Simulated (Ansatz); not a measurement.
C2H8SeSi can be A, `CC([SiH3])[SeH]`, or B, `C[Se]C[SiH3]`.

Calculated with Ansatz (gas phase, PBE0-D4/def2-TZVP geometries, no zero-point term in ΔE). CCSD(T)/CBS is the MP2 limit (def2-TZVPP, def2-QZVPP) plus CCSD(T) − MP2 in def2-TZVPP, frozen cores. Functionals use def2-TZVPP. B3LYP here is the variant with VWN-RPA as its local correlation; programs differ in this. For Se outer-core shells are correlated without core-valence functions, which leaves a few kJ/mol of doubt a bond. Scalar relativity is left out up to krypton. One conformer a species, not always the lowest.

Q: Which is lower in electronic energy at CCSD(T)/CBS, and by how much? (Best estimate.)

A: The calculation gave: B, by 0.3 kcal/mol. So small a gap doesn't settle the order.

Q: Give E(B) − E(A) in kcal/mol with B3LYP, HF/def2-TZVPP, LDA (SPW92), BLYP-D4, CCSD/def2-TZVPP, MP2/def2-TZVPP, B3LYP-D4. (Best estimate.)

A: The calculation gave: B3LYP -1.7, HF/def2-TZVPP -1.7, LDA (SPW92) 1.6, BLYP-D4 -0.9, CCSD/def2-TZVPP -0.6, MP2/def2-TZVPP -0.6, B3LYP-D4 -0.7. The order is the other way round with LDA (SPW92).

Q: Does the order hold for the free energy at 298.15 K (harmonic terms from PBE0-D4)? (Estimate.)

A: Ansatz gave: Yes: G(B) − G(A) = -0.6 kcal/mol, for one conformer each. Modes under 60 cm⁻¹, often nearly free rotors, make the harmonic entropy too high.

Largest T1 diagnostic: 0.010.

The D4 term adds +1.0 kcal/mol with B3LYP and +0.5 kcal/mol with PBE0; it sums over pairs of atoms, weighted by their polarisabilities, and B3LYP, whose exchange is more repulsive, gets the larger term. In def2-TZVPP, CCSD(T) changes the Hartree–Fock value by +1.2 kcal/mol (the triples alone add +0.1 kcal/mol) and MP2 by +1.0 kcal/mol.
